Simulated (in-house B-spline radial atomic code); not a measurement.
A run on the ytterbium ion Yb⁺ (an excited or competing configuration) that did not converge. Method: scalar-relativistic (X2C) wB97X, spin-polarised, spherical fractional occupations, exact exchange averaged over the configuration, Fermi nucleus of rms radius 5.3108 fm; computed with a B-spline radial code for spherical atoms.

Command:
```bash
python run_scf.py task.json out
```
Settings (nuclear radius in fm, mass in u):
```
Z                70
configuration    [Kr] 4d9 4f14 5s2 5p6 6s1 6f1
hamiltonian      x2c
method           wb97x
spin_polarised   True
nucleus          fermi
rms_radius       5.3108
atomic_mass      173.93887
speed_of_light   137.035999084
exact_exchange   averaged over the configuration
```

First and last ten iterations of the last attempt (damped for 15 steps, keeping 80 % of the old Fock matrix, then DIIS):
```
 iter        energy (Eh)    residual
    1      -14052.525007    5.04e-01
    2      -14053.136007    6.64e-02
    3      -14053.225781    4.78e-02
    4      -14053.246951    3.73e-02
    5      -14053.255434    2.81e-02
    6      -14053.259674    2.09e-02
    7      -14053.261957    1.54e-02
    8      -14053.263223    1.13e-02
    9      -14053.263939    8.31e-03
   10      -14053.264352    6.09e-03
  111      -14053.265031    9.11e-05
  112      -14053.265043    1.42e-04
  113      -14053.264939    2.44e-04
  114      -14053.265019    1.98e-04
  115      -14053.265017    2.11e-04
  116      -14053.265010    2.04e-04
  117      -14053.265002    2.09e-04
  118      -14053.265014    2.14e-04
  119      -14053.265018    2.20e-04
  120      -14053.265019    2.15e-04
 not converged after 120 iterations
```

The smallest residual met was 7.1e-05; the threshold is about 7e-07. No energy from this run should be used. Time taken, with all properties: 58 s on 1 thread of Arm Neoverse V1, with other jobs on the host.
